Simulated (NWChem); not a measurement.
# Basis-set convergence for H5InO

SMILES: O.[InH3]
```xyz
7

In    -0.3522     0.1712    -0.0497
H     -0.2919     0.8172     1.5700
H      0.2793     1.1501    -1.3485
H     -1.3688    -1.1863    -0.4040
O      1.7625    -0.9698     0.2366
H      2.1221    -0.7858     1.1133
H      2.4152    -0.6267    -0.3863
```
Charge 0, spin multiplicity 1.

Everything below was run with NWChem. The geometry was optimised at PBE0/def2-SVP with def2 effective core potentials on In, a minimum by its harmonic frequencies.

Quantity: LUMO energy at the level B3LYP.

Effective core potentials replace the inner electrons of In; spin-orbit coupling is left out. B3LYP has NWChem's definition, with VWN1-RPA local correlation. The structure started from a generated list of species.

Relative cost: rough, from shared machines, SCF included, def2-SVP = 1.

```json
[
 {"basis": "def2-SVP", "functions": "65", "LUMO energy (eV)": "___", "relative cost": "1"},
 {"basis": "def2-SVPD", "functions": "95", "LUMO energy (eV)": "___", "relative cost": "under 3"},
 {"basis": "def2-TZVP", "functions": "111", "LUMO energy (eV)": "-1.26", "relative cost": "under 3"},
 {"basis": "def2-TZVPD", "functions": "141", "LUMO energy (eV)": "___", "relative cost": "6"},
 {"basis": "def2-TZVPP", "functions": "151", "LUMO energy (eV)": "-1.26", "relative cost": "4"}
]
```

### Question
What belongs in the gaps?

### Answer

- def2-SVP, LUMO energy (eV): -0.90
- def2-SVPD, LUMO energy (eV): -1.34
- def2-TZVPD, LUMO energy (eV): -1.46
